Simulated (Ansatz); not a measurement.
The cluster Li₃PS₄: single points at one geometry.

```yaml
crystal:
  periodic: [false, false, false]
  atoms:
    - {symbol: Li, position_ang: [0.755602, 0.271110, 2.297798]}
    - {symbol: Li, position_ang: [-2.032020, -1.330435, 0.160474]}
    - {symbol: Li, position_ang: [1.638407, -1.477539, -1.028193]}
    - {symbol: P, position_ang: [-0.091603, 0.642170, -0.361989]}
    - {symbol: S, position_ang: [0.417070, 2.071543, 0.991027]}
    - {symbol: S, position_ang: [1.175239, 0.523532, -1.947422]}
    - {symbol: S, position_ang: [-2.057019, 0.664317, -0.880740]}
    - {symbol: S, position_ang: [0.194324, -1.364708, 0.769045]}
basis:
  gaussian: {orbitals: def2-TZVP, initial_orbitals: start.molden}
hamiltonian: {xc: pbe, dispersion: d4}
scf: {omitted_lower_state_checks: [starts]}
output: {forces: true, orbitals: {seedname: orbitals}}
```

The file start.molden holds the orbitals of an earlier run on this structure, at another level or in another basis.

```sh
$ ansatz run in.yaml --threads 4 --pin off --events-out ev --progress --plain --max-ram 8704MiB
```

Shortened log:

```
Functional definition: PBE
1701 factors; their error is unknown
mean field evaluation 1: about -53229.6556 eV, gradient 1.7e1 eV
mean field evaluation 2: about -53229.8128 eV, gradient 2.6e-1 eV
mean field evaluation 4: about -53229.7943 eV, gradient 7.3e-4 eV
mean field -53229.79430556 eV, -1956.1588602789 hartree, gradient 1.1e-5 eV, S^2 0.000000; 0 other end points of the search recorded, 0 dependent functions left out
reference -53229.79436634 eV, -1956.1588625124 hartree; 44, 44 occupied and 183, 183 virtual orbitals, 1701 factors
Total energy: -53230.30739131 eV, -1956.1777158325 hartree
Atom 0 at     0.755602     0.271110     2.297798 Å, force    -0.057497     0.030841    -0.183427 eV/Å
Atom 1 at    -2.032020    -1.330435     0.160474 Å, force     0.130323     0.139336    -0.037828 eV/Å
Atom 2 at     1.638407    -1.477539    -1.028193 Å, force    -0.118685     0.148566     0.041344 eV/Å
Atom 3 at    -0.091603     0.642170    -0.361989 Å, force     0.034033    -0.236953     0.133742 eV/Å
Atom 4 at     0.417070     2.071543     0.991027 Å, force     0.001968    -0.095732     0.021019 eV/Å
Atom 5 at     1.175239     0.523532    -1.947422 Å, force    -0.008249    -0.071328     0.066526 eV/Å
Atom 6 at    -2.057019     0.664317    -0.880740 Å, force     0.040726    -0.074543     0.048596 eV/Å
Atom 7 at     0.194324    -1.364708     0.769045 Å, force    -0.022619     0.159814    -0.089973 eV/Å
Dipole moment:     0.240664    -1.686589     0.950774 e Å
Checks for a lower state left out: starts
```

Run time 6.5 s (4 threads of Arm Neoverse N1 on a shared host).

First input, but with `hamiltonian: {xc: pbe0, dispersion: d4}`, `output: {orbitals: {seedname: orbitals}}` (abridged; 11 s):

```
Functional definition: PBE0
mean field -53234.28095635 eV, -1956.3237416543 hartree, gradient 3.1e-5 eV, S^2 0.000000
Total energy: -53234.72488376 eV, -1956.3400556856 hartree
Checks for a lower state left out: starts
```

As the first input, with `hamiltonian: {xc: {name: B97M-V}}`, `output: {orbitals: {seedname: orbitals}}` (abridged; 25 s):

```
Functional definition: B97M-V
mean field -53243.06767253 eV, -1956.6466475179 hartree, gradient 9.8e-6 eV, S^2 0.000000
Total energy: -53243.06776572 eV, -1956.6466509426 hartree
Checks for a lower state left out: starts
```

The first input with `hamiltonian: {xc: lda}`, `output: {orbitals: {seedname: orbitals}}` (abridged; 2.9 s):

```
Functional definition: SPW92
mean field -53061.07151464 eV, -1949.9584120771 hartree, gradient 2.2e-5 eV, S^2 0.000000
Total energy: -53061.07157178 eV, -1949.9584141766 hartree
Checks for a lower state left out: starts
```

The first input with `hamiltonian: {xc: r2scan, dispersion: d4}`, `output: {orbitals: {seedname: orbitals}}` (abridged; 12 s):

```
Functional definition: r2SCAN
mean field -53250.57524463 eV, -1956.9225457038 hartree, gradient 2.3e-5 eV, S^2 0.000000
Total energy: -53250.68659657 eV, -1956.9266378121 hartree
Checks for a lower state left out: starts
```

First input, but with `correlation: {method: ccsd_t}`, `output: {orbitals: {seedname: orbitals}}` and without the key `hamiltonian` (abridged; 3.6 min):

```
Functional definition: HF
mean field -53159.29743582 eV, -1953.5681481006 hartree, gradient 1.4e-6 eV, S^2 0.000000
25 core orbitals not correlated: weight in the atoms' cores, before any rotation towards them, 1.000 or more for the frozen orbitals, at most 0.000 for the correlated occupied ones
second order -26.04861692 eV of doubles, -0.00000000 eV of singles
cycle   1  -26.79844271 eV  change   -7.5e-1 eV  update   1.4e-1
cycle   2  -27.48504298 eV  change   -6.9e-1 eV  update   4.1e-2
cycle   3  -27.65808130 eV  change   -1.7e-1 eV  update   2.1e-2
cycle   4  -27.64045566 eV  change    1.8e-2 eV  update   6.0e-3
cycle   5  -27.63565817 eV  change    4.8e-3 eV  update   3.0e-3
cycle   6  -27.63555394 eV  change    1.0e-4 eV  update   9.0e-4
cycle   7  -27.63541611 eV  change    1.4e-4 eV  update   4.6e-4
cycle   8  -27.63543913 eV  change   -2.3e-5 eV  update   1.4e-4
cycle   9  -27.63549609 eV  change   -5.7e-5 eV  update   6.5e-5
cycle  10  -27.63549805 eV  change   -2.0e-6 eV  update   3.0e-5
perturbative correction -1.46467844 eV, -0.0538259400 hartree
Total energy: -53188.39761232 eV, -1954.6375598619 hartree
Checks for a lower state left out: starts
```

Geometry: r2SCAN-D4/def2-SVP.

Correlated methods freeze 25 core orbitals; core or outer-core shells of Li are correlated, in sets that lack core-valence functions. The structure comes from a short search, and lower isomers may exist.
